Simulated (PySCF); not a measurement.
System: chloro(dimethyl)borane, C₂H₆BCl, charge 0, multiplicity 1. 
Geometry from a B3LYP-D3(BJ)/def2-TZVP (Ansatz) optimisation:
```
B
C 1 1.5594
H 2 1.0898 1 114.04
H 2 1.0923 3 109.73 1 -127.14
H 2 1.0986 3 106.73 4 -114.63
C 1 1.5594 2 123.81 3 -153.33
H 6 1.0898 1 114.04 2 -153.33
H 6 1.0923 7 109.73 1 -127.14
H 6 1.0986 7 106.73 8 -114.63
Cl 1 1.7805 2 118.10 3 26.67
```

Dispersion corrections to the total energy (kcal/mol) from the dftd3 and dftd4 libraries through PySCF: D3(BJ) without and D4 with the three-body term, each with the damping fitted for the functional named.

```tsv
functional	D3(BJ)	D4
LC-wPBE	[?]	-4.51
B2PLYP	-3.47	-2.84
B2GP-PLYP	-2.70	-1.70
HF	[?]	-14.79
r2SCAN	-1.21	[?]
PBE	-4.33	-4.06
BHLYP	-5.83	-4.74
```

Task: Some entries are withheld; supply them.

Result: 
- LC-wPBE, D3(BJ): -4.07
- HF, D3(BJ): -33.31
- r2SCAN, D4: -1.00
